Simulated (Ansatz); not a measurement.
Potential energy curve for Hf(Cl)3(OH), HCl₃HfO, SMILES [Cl][Hf]([Cl])([OH])[Cl]. The Hf1–O5 bond (Hf1 also carries Cl, Cl, Cl; O5 carries H) is stretched with both fragments frozen at the PBE0/def2-TZVP, def2 effective core potentials past Kr optimised geometry.

Levels: RKS-PBE = Ansatz (a program for electronic structure) with restricted PBE/def2-TZVP, def2 effective core potentials past Kr; UKS-PBE = unrestricted PBE/def2-TZVP, def2 effective core potentials past Kr (Ansatz); RKS-B3LYP = restricted B3LYP/def2-TZVP, def2 effective core potentials past Kr in Ansatz; UKS-PBE0 = unrestricted PBE0/def2-TZVP, def2 effective core potentials past Kr in Ansatz.

Energies relative to the lowest point of each curve near equilibrium, in kJ/mol; the last columns give the difference from UKS-PBE0:

| R / Å | RKS-PBE | UKS-PBE | RKS-B3LYP | UKS-PBE0 | RKS-PBE − UKS-PBE0 | UKS-PBE − UKS-PBE0 | RKS-B3LYP − UKS-PBE0 |
|---|---|---|---|---|---|---|---|
| 1.55 | 303.5 | 303.5 | 308.4 | 290.2 | 13.2 | 13.2 | 18.2 |
| 1.66 | 116.2 | 116.2 | 118.0 | 106.9 | 9.4 | 9.4 | 11.2 |
| 1.79 | 18.7 | 18.7 | 18.8 | 14.7 | 4.0 | 4.0 | 4.1 |
| 1.83 | 6.6 | 6.6 | 6.6 | 4.4 | 2.2 | 2.2 | 2.2 |
| 1.88 | 0.0 | 0.0 | 0.0 | 0.0 | 0.0 | 0.0 | 0.0 |
| 1.94 | 1.9 | 1.9 | 2.2 | 4.6 | -2.7 | -2.7 | -2.4 |
| 2.02 | 16.7 | 16.7 | 17.7 | 23.0 | -6.3 | -6.3 | -5.3 |
| 2.12 | 48.4 | 48.4 | 50.6 | 59.0 | -10.7 | -10.7 | -8.4 |
| 2.30 | 123.4 | 123.4 | 128.8 | 141.7 | -18.3 | -18.3 | -12.9 |
| 2.50 | 213.1 | 213.1 | 222.8 | 239.3 | -26.2 | -26.2 | -16.5 |
| 2.78 | 327.8 | 327.8 | 344.3 | 364.4 | -36.6 | -36.6 | -20.1 |
| 3.10 | 432.4 | 432.4 | 457.8 | 480.8 | -48.4 | -48.4 | -23.0 |
| 3.44 | 512.8 | 506.5 | 548.4 | 548.1 | -35.3 | -41.6 | 0.3 |
| 3.98 | 581.1 | 542.5 | 626.1 | 562.5 | 18.6 | -20.0 | 63.6 |
| 4.61 | 610.6 | 556.4 | 661.8 | 563.4 | 47.2 | -7.0 | 98.3 |
| 5.41 | 627.2 | 563.8 | 684.4 | 564.5 | 62.7 | -0.7 | 120.0 |

RKS-PBE is furthest from UKS-PBE0 at 5.41 (62.7 kJ/mol, above); its mean absolute difference over the points is 21.4 kJ/mol.

UKS-PBE is furthest from UKS-PBE0 at 3.10 (-48.4 kJ/mol, below); its mean absolute difference over the points is 15.4 kJ/mol.

RKS-B3LYP is furthest from UKS-PBE0 at 5.41 (120.0 kJ/mol, above); its mean absolute difference over the points is 25.4 kJ/mol.

The restricted form behind RKS-PBE, RKS-B3LYP keeps the bonding electrons paired and can't separate into open-shell fragments. The unrestricted determinant behind UKS-PBE is spin-contaminated at 3.44 to 5.41 Å (<S²> up to 0.8, against 0.00 for a pure singlet). The unrestricted determinant behind UKS-PBE0 is spin-contaminated at 3.44 to 5.41 Å (<S²> up to 1.0, against 0.00 for a pure singlet).
